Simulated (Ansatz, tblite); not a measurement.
Cost and result up the ladder for PbCl4 (5 atoms). The state is a singlet with charge 0. Geometry: PBE-D4/def2-SVP.

```tsv
atom	x (Å)	y (Å)	z (Å)
Pb1	0.000	0.000	0.000
Cl2	-1.984	1.431	0.053
Cl3	-0.642	-2.303	0.520
Cl4	1.619	0.789	1.656
Cl5	1.006	0.083	-2.229
```

Ansatz on 2 threads of AMD EPYC 7R13 on a shared host; xTB runs through tblite on one thread. Times are rough, summed over both states, and most runs start from the orbitals of an earlier one. No level here is sound enough to serve as a yardstick. The other state is a triplet.

In the def2 sets Pb takes a core potential; there is no spin–orbit coupling. The xTB rows come from tblite. HOMO above LUMO, or a gap near zero within one spin, warns that the state may not be the lowest or that an electron is smeared out.

xTB has no spin-polarisation term.

| level | functions | wall time |
| --- | --- | --- |
| GFN1-xTB | 40 | 0.01 s |
| GFN2-xTB | 40 | 0.01 s |
| PBE-D4/def2-TZVP (with forces) | 198 | 17 s |
| r2SCAN-D4/def2-TZVP | 198 | 39 s |

Task: Estimate what each level gives for the vertical triplet (eV).

Result: 
| level | vertical triplet (eV) | remarks |
| --- | --- | --- |
| GFN1-xTB | 2.40 | – |
| GFN2-xTB | 1.15 | – |
| PBE-D4/def2-TZVP (with forces) | 2.28 | gap within one spin near zero (triplet) |
| r2SCAN-D4/def2-TZVP | 2.46 | gap within one spin near zero (triplet) |
